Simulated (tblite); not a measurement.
Compound: C₆H₁₀OSSi₂.
Z-matrix (Å and degrees, GFN2-xTB geometry), rows numbered from 1:
```
O 
C   1  1.3676
C   2  1.3853  1  122.51
C   3  1.3852  2  119.29  1   179.47
C   4  1.3839  3  120.19  2    -0.21
C   5  1.3850  4  119.88  3    -0.02
C   6  1.3862  5  121.15  4     0.34
Si  7  1.8874  2  116.13  1    -0.90
Si  8  2.3155  7  108.76  2   -49.80
S   9  2.1674  8  110.75  7   -32.22
H   1  0.9647  2  110.44  3    -0.21
H   3  1.0827  2  120.20  1    -0.42
H   4  1.0797  3  119.55  2   179.96
H   5  1.0796  4  119.98  3  -179.95
H   6  1.0803  5  119.88  4  -179.74
H   8  1.4671  7  108.51  2    69.89
H   8  1.4695  7  106.38  2  -174.16
H   9  1.4622  8  115.23  7  -145.45
H   9  1.4628  8  116.63  7    87.90
H  10  1.3250  9   96.94  8    33.60
```

Method: GFN2-xTB as coded in tblite; computed harmonic values from a numerical Hessian at the method's own geometry, unscaled. This tight-binding method is rough: wavenumbers can miss measured ones by several per cent, in bad cases by 10 to 20. Modes of hydrogen on silicon and sulfur can be 10 to 20 % off. One conformer, not necessarily the lowest.

Harmonic wavenumbers (cm⁻¹): 31.4, 41.7, 63.1, 104.8, 120.3, 143.2, 180.9, 243.0, 336.6, 371.5, 394.2, 417.3, 425.8, 445.6, 467.5, 494.9, 516.6, 534.9, 568.3, 575.5, 632.6, 659.8, 674.6, 695.8, 748.5, 773.9, 782.2, 814.4, 822.4, 870.6, 910.6, 924.5, 1062.0, 1092.6, 1130.9, 1166.4, 1181.6, 1249.1, 1269.8, 1330.6, 1434.8, 1462.0, 1583.3, 1595.8, 2194.7, 2215.8, 2243.6, 2266.3, 2455.9, 3050.6, 3075.7, 3084.4, 3095.7, 3515.6.

A = 1336, B = 572.2, C = 519.9 MHz; mass 185.999 u (most abundant isotopes); point group C1, symmetry number 1.

Problem. Zero-point energy?

Solution. Half the sum of the wavenumbers: 29272 cm⁻¹ = 83.69 kcal/mol.

Problem. Entropy at 298.15 K, 1 bar (ideal gas, RRHO, classical rotation)?

Solution. Translation 41.59, rotation 31.07, vibration 41.40: S = 114.1 cal/(mol K).

Problem. And Cp and H(298.15 K) − H(0)?

Solution. Cp = 49.82 cal/(mol K), of which vibrations give 41.87 (their classical limit is 54 R = 107.3); H(298.15 K) − H(0) = 8.69 kcal/mol without the zero-point energy, 6.32 from vibrations.

Problem. Blend soft modes into free rotors: weight 1/[1 + (100 cm⁻¹/ν̃)⁴] for the oscillator and the rest for a rotor with moment μB/(μ + B), μ = h/(8π²ν), B = 10⁻⁴⁴ kg m². What vibrational entropy results?

Solution. 36.96 cal/(mol K) in place of 41.40, which changes −T·S at 298.15 K by +1.33 kcal/mol.

Problem. How do the functions run with temperature in this model?

Solution. 
```
T (K)  S (cal/(mol K))  Cp (cal/(mol K))  H − H(0) (kcal/mol)  G − H(0) (kcal/mol)  ln q(vib)
  100             77.4              22.0                 1.53                -6.21       3.04
  200             97.0              36.4                 4.44               -14.95       6.66
  300            114.4              50.0                 8.78               -25.53      10.24
  500            144.9              69.5                20.89               -51.55      17.25
  800            181.5              86.0                44.47              -100.75      26.86
 1000            201.5              92.8                62.39              -139.10      32.59
```

q(vib) and H(0) count from the zero-point level.

Problem. What must be added to the electronic energy to get the Gibbs energy at 298.15 K and 1 bar?

Solution. ZPE + [H(298.15 K) − H(0)] − T·S = 83.69 + 8.69 − 34.01 = 58.37 kcal/mol.

Problem. Which modes carry the vibrational entropy at 298.15 K?

Solution. 31.4 cm⁻¹: 5.74; 41.7 cm⁻¹: 5.18; 63.1 cm⁻¹: 4.36; 104.8 cm⁻¹: 3.36; 120.3 cm⁻¹: 3.10; 143.2 cm⁻¹: 2.76 cal/(mol K); the other 48 give 16.91 together.

Hindered rotation and anharmonicity are outside this model. Other conformers, if any are populated, would add a mixing term that is left out. The structure is chiral; the term R ln 2 for an equal mix with its mirror image is left out.
